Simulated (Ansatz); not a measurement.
Mulliken charges of CH$_{6}$ClNSi, SMILES `NC[SiH2]Cl` from r2SCAN/def2-TZVPP in Ansatz (PBE0-D4/def2-TZVP geometry).

```
atom   x (Å)   y (Å)   z (Å)  charge (e)
  N1  -1.432   0.416   0.173      -0.368
  C2  -0.322   0.005  -0.672      -0.101
 Si3   1.111  -0.588   0.373       0.490
 Cl4   1.662   0.945   1.644      -0.282
  H5  -2.215   0.740  -0.380       0.134
  H6  -1.158   1.177   0.782       0.145
  H7   0.041   0.768  -1.380       0.068
  H8  -0.629  -0.857  -1.278       0.066
  H9   2.285  -0.910  -0.475      -0.080
 H10   0.741  -1.748   1.216      -0.072
```

**Question.** By hand: the dipole of these point charges (1 e Å = 4.8032 D).

**Answer.** Σ q r = (-0.104, -0.244, -0.442) e Å, of length 0.515 e Å = 2.47 D.

**Question.** How does the dipole of the full density compare? (An estimate is asked.)

**Answer.** Computed: (-0.177, 0.046, -0.380) e Å, 2.03 D; the point charges give 1.22 times that, at 36° from its direction.

Point charges leave out the atoms' own dipoles, such as those of lone pairs, and Mulliken's split depends on the basis, so the two needn't agree.
